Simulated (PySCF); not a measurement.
ClGe2H7Si.
Numbering: `[SiH3:1][Ge@H:2]([Cl:3])[GeH3:4]` (hydrogens: H5, H6, H7 on Si1; H8 on Ge2; H9, H10, H11 on Ge4)

A GFN2-xTB structure was refined with PBE0-D3(BJ)/def2-SVP geometry optimisation, gas phase (PySCF). Its GFN2-xTB values:

```tsv
coordinate	GFN2-xTB
Si1–Ge2	2.378 Å
Si1–H5	1.463 Å
Ge2–Cl3	2.134 Å
Ge2–Ge4	2.424 Å
Ge2–H8	1.549 Å
Ge4–H9	1.504 Å
Si1–Ge2–Cl3	110.8°
Si1–Ge2–Ge4	121.0°
Si1–Ge2–H8	110.8°
Ge2–Si1–H7	109.8°
Ge2–Ge4–H9	113.4°
Cl3–Ge2–H8	101.7°
Ge4–Ge2–H8	104.0°
H9–Ge4–H10	103.8°
```

How do these coordinates change at the PBE0-D3(BJ)/def2-SVP level?

```csv
coordinate,PBE0-D3(BJ)/def2-SVP (Å or °),change
Ge2–Cl3,2.189,+0.055
Ge4–H9,1.540,+0.036
Si1–H5,1.495,+0.032
Ge2–H8,1.542,-0.007
Si1–Ge2,2.382,+0.004
Ge2–Ge4,2.423,-0.001
Ge4–Ge2–H8,112.4,+8.4
Si1–Ge2–Cl3,104.2,-6.6
Si1–Ge2–Ge4,115.1,-5.9
H9–Ge4–H10,109.2,+5.4
Cl3–Ge2–H8,105.7,+4.0
Ge2–Ge4–H9,110.0,-3.4
Si1–Ge2–H8,113.1,+2.3
Ge2–Si1–H7,107.9,-1.9
```

The energy falls by 0.200 eV over 10 energy and gradient evaluations, the largest force component goes from 0.0177 to 3.0e-04 Eh/bohr, and the atoms move by 0.158 Å rms after alignment. The bond that changes most is Ge2–Cl3 (ends: germanium bonded to Cl, Ge, Si and H; chlorine bonded to Ge), which lengthens by 0.055 Å. Bonds longer at the end by more than 0.005 Å: 7 of 10; shorter: 1. Rotational constants go from 1980, 1011, 722.3 to 1940, 1019, 750.1 MHz.

The run used 135 basis functions and 55 SCF cycles in all.

Whether it is a minimum is left open (no frequencies).
